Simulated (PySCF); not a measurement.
Molfile (atoms numbered from 1):
```
C5H6N2O
     RDKit          3D

 14 14  0  0  0  0  0  0  0  0999 V2000
   -2.0354   -0.6701    0.0276 C   0  0  0  0  0  0  0  0  0  0  0  0
   -1.0904    0.3261    0.6346 C   0  0  0  0  0  0  0  0  0  0  0  0
   -1.4117    1.1516    1.4467 O   0  0  0  0  0  0  0  0  0  0  0  0
    0.2481    0.2501    0.1924 N   0  0  0  0  0  0  0  0  0  0  0  0
    0.8230   -0.6126   -0.7292 C   0  0  0  0  0  0  0  0  0  0  0  0
    2.1397   -0.2538   -0.7858 C   0  0  0  0  0  0  0  0  0  0  0  0
    2.3958    0.7965    0.0662 N   0  0  0  0  0  0  0  0  0  0  0  0
    1.2608    1.0763    0.6338 C   0  0  0  0  0  0  0  0  0  0  0  0
   -3.0295   -0.5056    0.4575 H   0  0  0  0  0  0  0  0  0  0  0  0
   -1.7079   -1.6990    0.2385 H   0  0  0  0  0  0  0  0  0  0  0  0
   -2.0820   -0.5481   -1.0648 H   0  0  0  0  0  0  0  0  0  0  0  0
    0.2578   -1.3814   -1.2467 H   0  0  0  0  0  0  0  0  0  0  0  0
    2.9238   -0.6975   -1.3979 H   0  0  0  0  0  0  0  0  0  0  0  0
    1.0634    1.8515    1.3724 H   0  0  0  0  0  0  0  0  0  0  0  0
  1  2  1  0
  2  3  2  0
  2  4  1  0
  4  5  1  0
  5  6  2  0
  6  7  1  0
  7  8  2  0
  8  4  1  0
  1  9  1  0
  1 10  1  0
  1 11  1  0
  5 12  1  0
  6 13  1  0
  8 14  1  0
M  END
```

Theory: σ from GIAO-PBE/pcSseg-1, geometry: PBE0-D3(BJ)/def2-SVP, in PySCF 2.14 (non-relativistic Hamiltonian, isolated molecule, equivalent nuclei averaged, one conformer).

δ = σ(ref) − σ, references computed at the same level: TMS for $^{13}$C (σref 180.03), $^{1}$H (σref 31.20); $^{17}$O (σref 334.63) against H2O; NH3 for $^{15}$N (σref 265.06).

```
     atoms   nucleus  count  δ (ppm)
H9/H10/H11   $^{1}$H      3     2.39
        C1  $^{13}$C      1     23.8
       H13   $^{1}$H      1     7.02
        N7  $^{15}$N      1    308.9
        O3  $^{17}$O      1    513.2
        C2  $^{13}$C      1        ?
        C8  $^{13}$C      1    135.4
       H12   $^{1}$H      1     6.86
       H14   $^{1}$H      1        ?
        N4  $^{15}$N      1        ?
        C6  $^{13}$C      1        ?
        C5  $^{13}$C      1    116.9
```

**Question.** Fill in the missing shifts.

**Answer.** 
- C2: 165.3 ppm, amide carbonyl carbon; lone-pair donation from the attached heteroatom keeps it upfield of a ketone carbonyl
- C6: 136.3 ppm, aromatic CH next to a ring nitrogen
- H14: 8.06 ppm, hydrogen on an aromatic CH between two ring heteroatoms; the ring current deshields protons in the ring plane
- N4: 248.7 ppm, pyrrole-type ring nitrogen

Shifts are as computed. Against solution values, carbons near 30 ppm lie about +2 ppm off and those near 130 ppm about +2 ppm. Of 1211 compounds with measured shifts, 218 miss one by over three times the rms of a fit or turn the order of signals round; such compounds aren't used in these exercises. Unscaled 17O shifts of doubly bonded oxygen tend to come out too high, by tens of ppm or more. Experimental scales use liquid or dissolved standards, which lie at an offset from isolated NH3 (liquid NH3: subtract about 20 ppm) and H2O (liquid H2O: subtract about 36 ppm). Unscaled 15N shifts of sp2 nitrogen come out 20 to 40 ppm too high even then.
